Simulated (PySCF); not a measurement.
[Dy(NH2)4]− relaxed at several levels

Computed with PySCF 2.14.0, def2-SVP on the ligands, density fitting, scalar-relativistic core potentials, no spin-orbit coupling, vacuum. Each row is relaxed at its own level from the same template. Distances are means of the shortest metal–ligand contacts, charges and spins Mulliken's; removal energies are rigid, with the ligand's formal charge and no counterpoise, so too large; for an anion taken off a cation in vacuum most of it is the attraction of opposite charges, and multiply charged cations can part far more cheaply with an electron moved from ligand to metal. lcecp potentials hold a fixed number of 4f electrons in the core, out of states, spins and gaps.

```csv
level,basis on the metal,point group,M–NH2 (Å),charge on M (e),removal of one NH2 (eV),unstable modes (below −25 cm⁻¹)
r2SCAN,lcecp-1-SVP with ECP55,S4,2.259,0.58,5.28,not given
```

(1) What does the calculation give for PBE0, lcecp-1-SVP with ECP55?

Moved off a saddle point of the template and relaxed again: PBE0, r2SCAN. One start shape was tried for each, so a minimum needn't be the lowest isomer.

Answers

(1) point group: S4, M–NH2 (Å): 2.253, charge on M (e): 0.62, removal of one NH2 (eV): 5.25, unstable modes (below −25 cm⁻¹): not given.
```xyz
13

Dy    0.0000    0.0000    0.0000
N     1.3564    1.2110    1.3303
H     1.3042    1.4022    2.3308
H     2.2244    1.6461    1.0129
N    -1.3565   -1.3303    1.2110
H    -2.2241   -1.0128    1.6464
H    -1.3045   -2.3307    1.4021
N     1.3564   -1.2110   -1.3303
H     2.2244   -1.6461   -1.0129
H     1.3042   -1.4022   -2.3308
N    -1.3565    1.3303   -1.2110
H    -1.3045    2.3307   -1.4021
H    -2.2241    1.0128   -1.6464
```
